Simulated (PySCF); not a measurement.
GeFCl₂Br, SMILES [F][Ge]([Cl])([Cl])[Br].

Coordinates come from a PBE-D3(BJ)/def2-SVP optimisation.

Calculation: PySCF with TDA-CAM-B3LYP/def2-SVPD.

Vertical excitations. Isolated molecule, no solvent. State labels are in the subgroup Cs.

```tsv
state	symmetry	energy (eV)	λ (nm)	f	main pairs
S1	A"	5.36	231	0.008	HOMO→LUMO 96 %
S2	A'	5.44	228	0.008	HOMO−1→LUMO 96 %
S3	A"	6.04	205	0.017	HOMO−2→LUMO 93 %
S4	A"	6.27	198	0.012	HOMO−4→LUMO 92 %
S5	A'	6.44	193	0.079	HOMO−3→LUMO 85 %
S6	A'	6.57	189	0.025	HOMO−5→LUMO 91 %
S7	A'	7.76	160	0.114	HOMO−6→LUMO 73 %
S8	A"	8.03	154	0.092	HOMO−7→LUMO 75 %
S9	A"	8.12	153	0.012	HOMO→LUMO+1 65 %, HOMO→LUMO+4 24 %
S10	A'	8.30	149	0.005	HOMO−1→LUMO+1 49 %, HOMO→LUMO+3 30 %, HOMO−1→LUMO+4 11 %
T1	A"	4.85	256	0	HOMO→LUMO 94 %
T2	A'	4.93	251	0	HOMO−1→LUMO 94 %
T3	A"	5.52	225	0	HOMO−2→LUMO 92 %
T4	A'	5.68	218	0	HOMO−3→LUMO 92 %
```
Triplets are in the Tamm–Dancoff approximation.
